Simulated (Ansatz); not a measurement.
Born–Oppenheimer molecular dynamics of F4H4OSi (10 atoms, charge 0, multiplicity 1). It starts from a rough guess of a transition structure, not a stationary point.

The calculation used UKS PBE-D4/STO-3G (Ansatz).

```yaml
ensemble: NVE (velocity Verlet)
time_step: 0.5 fs
steps_asked: 150
starting_velocities_drawn_for: 600 K
seed: 181741
```

First frame:

```xyz
10
Properties=species:S:1:pos:R:3
Si -0.560 0.666 -1.054
H 0.258 -0.938 -0.552
F -0.482 0.281 -2.602
F 0.431 1.894 -1.016
F -2.112 0.867 -0.901
H 0.040 -0.129 1.516
F -0.503 0.779 0.942
H 0.581 -1.272 0.317
O 0.720 -1.202 1.584
H 1.627 -0.947 1.766
```

**Question.** How far do the bonds stretch over the last three quarters of this one trajectory? (Pairs bonded in most of those frames.)

**Answer.** 
```tsv
bond	mean (Å)	spread (Å)	shortest	longest
Si1–H2	1.670	0.155	1.36	1.92
Si1–F3	1.701	0.064	1.59	1.78
Si1–F4	1.680	0.057	1.58	1.74
Si1–F5	1.694	0.077	1.56	1.79
Si1–F7	1.939	0.067	1.84	2.02
H8–O9	1.114	0.054	1.04	1.23
O9–H10	1.046	0.069	0.94	1.15
```

Mean temperature of the second half: 742 K. The conserved energy stayed within 0.93 meV per atom of its start (net change -0.48 meV per atom), so the integration is sound. A run of 0.075 ps of so small a system gives no equilibrium averages. The orbitals were unrestricted but ended closed-shell. Limits of this set-up: minimal basis.

Run time: 9 min on 1 thread of Arm Neoverse V1, on a shared host, peak memory 0.12 GiB.
